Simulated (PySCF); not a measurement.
C2H7BO3, SMILES B([C@H](C)O)(O)O.

Coordinates come from a PBE0-D3(BJ)/def2-SVP optimisation. The structure was generated by enumeration; whether it is a known compound was not checked. One conformer was computed; it need not be the lowest.

Two levels are set side by side: TDDFT-PBE/def2-SVPD (PySCF) and TDDFT-B3LYP/def2-SVPD (PySCF). Vertical, same geometry. The lowest singlet is HOMO→LUMO 99 % with PBE and HOMO→LUMO 88 % with the other functional; states are paired by order. Differences are taken from unrounded values.

```tsv
quantity	TDDFT-B3LYP
lowest singlet excitation (eV)	6.72
lowest triplet excitation (TDA) (eV)	6.49
```

Problem. What does TDDFT-PBE give, and how far is it from TDDFT-B3LYP? (An estimate is asked for; the answer gives what the named calculation found.)

Solution. 
| quantity | TDDFT-PBE | TDDFT-PBE minus TDDFT-B3LYP |
|---|---|---|
| lowest singlet excitation (eV) | 6.03 | -0.69 |
| lowest triplet excitation (TDA) (eV) | 5.86 | -0.63 |

Functionals without exact exchange tend to place singlet excitations lower, as here. Differences between two approximate levels are no errors against the true value.

Rough cost on one machine, each run with all the roots and properties that it gave: TDDFT-B3LYP against TDDFT-PBE about 3 times.
